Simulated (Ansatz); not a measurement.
Cartesian coordinates in Å:
```
B 0.410 0.464 -1.421
Si -1.345 -0.086 -0.810
F -2.255 -1.148 -1.581
S 0.531 -1.033 -0.049
C 0.736 -0.129 1.504
H 0.749 0.005 -2.474
H 0.917 1.461 -0.997
H -2.107 0.320 0.396
H 1.793 0.109 1.613
H 0.406 -0.761 2.328
H 0.164 0.798 1.491
```

Total charge 0; spin multiplicity 1. The bonds changed during the relaxation, so this is another structure than the one it started from.

(1) List the r2SCAN/def2-TZVPP orbital energies in eV (the Gaussian-basis code of Ansatz). (An estimate is asked.)

Results:

(1) Ansatz gave: Occupied: -2410.04, -1792.19, -666.36, -274.43, -214.43, -179.72, -158.50, -158.38, -158.34, -142.54, -97.48, -97.42, -97.28, -31.44, -21.23, -17.65, -14.18, -12.90, -11.94, -11.56, -11.26, -11.10, -10.42, -10.21, -8.80, -8.22, -7.41, -6.28. Lowest empty: -1.19, -0.58, 0.06, 0.58, 0.85, 1.49, 2.03, 2.42.
